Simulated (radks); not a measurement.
The manganese ion Mn4+, configuration [He] 2s2 2p5 3s2 3p6 3d4 (not the ground configuration). All-electron calculation, non-relativistic Kohn-Sham, PBE, spin-polarised, spherical densities, point nucleus; open shells are filled with parallel spins first. Program: a radial shooting solver on a logarithmic mesh with Libxc functionals.

X-ray form factor f0, the Fourier transform of the density (f0(0) = 21):

sin(theta)/lambda (1/angstrom)  f0 (electrons)
0.05                                    20.797
0.1                                     20.208
0.15                                    19.291
0.2                                     18.126
0.25                                    16.806
0.3                                     15.422
0.4                                     12.750
0.5                                     10.503
0.6                                      8.805
0.8                                      6.784
1                                        5.783
1.25                                     4.952
1.5                                      4.186
2                                        2.843
